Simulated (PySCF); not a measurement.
Si(Me)(OH)3 (CH6O3Si), SMILES O[Si](O)(O)C.

The structure is a stationary point at PBE-D3(BJ)/def2-SVP. The values are those of a single conformer.

Computed with PySCF 2.14.0 with PBE-D3(BJ)/def2-SVP.

Frequencies are harmonic and unscaled.

Modes within 1.5 cm⁻¹ of each other (mostly degenerate sets) share a row, with their intensities summed.

```csv
mode,ν (cm⁻¹),IR (km/mol),moving atoms (share of kinetic energy)
1–2,34,116.9,"H 53 %, O 41 %"
3,135,0.5,H 98 %
4–5,237,32.9,"H 53 %, O 25 %, C 15 %"
6–7,290,20.4,"O 54 %, H 30 %, Si 15 %"
8,306,187.0,"H 54 %, O 34 %"
9,339,0.8,"H 58 %, O 19 %, Si 15 %, C 8 %"
10,660,6.4,"C 39 %, O 36 %, H 20 %"
11–12,739,81.5,"H 68 %, O 17 %, C 15 %"
13,751,86.6,"O 47 %, H 42 %"
14–15,800,283.2,"H 69 %, O 22 %"
16,887,82.5,"H 44 %, Si 37 %, O 15 %"
17–18,924,439.8,"Si 45 %, O 32 %, H 21 %"
19,1229,39.7,"H 75 %, C 24 %"
20–21,1379,5.1,H 96 %
22,2985,0.8,H 97 %
23–24,3088,5.6,"H 91 %, C 9 %"
25–27,3768,216.1,H 94 %
```
